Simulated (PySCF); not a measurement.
**How methods differ on the ionisation energy of Sb²⁸⁺**

Sb²⁸⁺ [Ar] 3d5 (6S) → Sb²⁹⁺ [Ar] 3d4 (5D), as a difference of total energies. Calculation: PySCF 2.14, in an uncontracted even-tempered set (18 s from 3.6 bohr⁻², ratio 2.5; 12 p from 4.7 bohr⁻², ratio 2.5; 8 d from 4.7 bohr⁻², ratio 2.5; 4 f from 20 bohr⁻², ratio 2.7; 3 g from 29 bohr⁻², ratio 2.7); the spin-free X2C one-electron Hamiltonian (Gaussian nucleus). Correlated levels: outer shells: [Ne] frozen; virtual orbitals above 40 to 60 times the deepest correlated orbital energy dropped. The calculations carry no spin-orbit coupling.

```tsv
method	ionisation energy (eV)
UHF	1618.9
LDA	1617.4
PBE	1616.8
PBE0	1617.8
r2SCAN	1618.2
M06	1618.4
PBEsol	1616.9
MP2 (outer shells)	1619.4
SCS-MP2 (outer shells)	1618.8
```

A first-order spin-orbit estimate (lowest level to lowest level, LS coupling) adds -6.948 eV.

Breit and QED terms and the two-electron picture change are absent.

For comparison: 1606 ± 4 eV (theoretical estimate listed by NIST; NIST Atomic Spectra Database, ionization energies).
